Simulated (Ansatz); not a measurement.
`CNBB(O)S`, relaxed with RKS PBE0-D4/def2-TZVP in the Gaussian-basis code of Ansatz from a PBE-D4/def2-SVP geometry. The force threshold is 0.005 eV/Å; the program also tests the step.

The species carries charge 0 and has multiplicity 1.

Start:

```xyz
13

C     0.121    1.212    2.029
N     0.030    0.245    0.948
B     0.050    0.494   -0.433
B    -0.101   -0.808   -1.537
O     0.559   -2.016   -1.425
S    -1.253   -0.629   -2.937
H    -0.798    1.223    2.654
H     0.258    2.223    1.600
H     0.980    1.000    2.702
H    -0.113   -0.713    1.282
H     0.176    1.664   -0.766
H     1.181   -2.007   -0.676
H    -1.089   -1.888   -3.442
```

```
         step  energy (eV)  largest force (eV/Å)  largest move (Å)
            1  -16870.8523                 0.622             0.000
            2  -16870.8951                 0.261             0.026
            3  -16870.8969                 0.257             0.032
            4  -16870.9007                 0.060             0.023
            5  -16870.9010                 0.033             0.007
            6  -16870.9015                 0.036             0.031
            7  -16870.9018                 0.043             0.028
            8  -16870.9023                 0.039             0.057
            9  -16870.9027                 0.038             0.049
           10  -16870.9029                 0.053             0.054
11 (rejected)  -16870.9026                 0.124             0.076
           13  -16870.9034                 0.063             0.027
           15  -16870.9041                 0.102             0.077
           17  -16870.9052                 0.161             0.046
           19  -16870.9096                 0.230             0.053
           21  -16870.9216                 0.500             0.125
           23  -16870.9435                 0.204             0.143
           25  -16870.9584                 0.303             0.113
           27  -16870.9758                 0.075             0.097
           29  -16870.9809                 0.072             0.021
           31  -16870.9820                 0.043             0.027
           33  -16870.9822                 0.011             0.011
35 (rejected)  -16870.9822                 0.013             0.009
           36  -16870.9823                 0.002             0.004
```

End:

```xyz
13

C    -0.106    1.250    2.009
N    -0.313    0.370    0.883
B     0.476    0.248   -0.248
B     0.074   -0.872   -1.469
O     0.985   -1.482   -2.279
S    -1.676   -1.298   -1.714
H    -0.951    1.934    2.140
H     0.793    1.841    1.838
H     0.020    0.688    2.939
H    -1.136   -0.210    0.968
H     1.457    0.948   -0.303
H     1.882   -1.189   -2.097
H    -1.506   -2.229   -2.669
```

It took 2.7 min on 4 threads of a server CPU on a shared host, with 0.69 GiB of host memory at the peak.
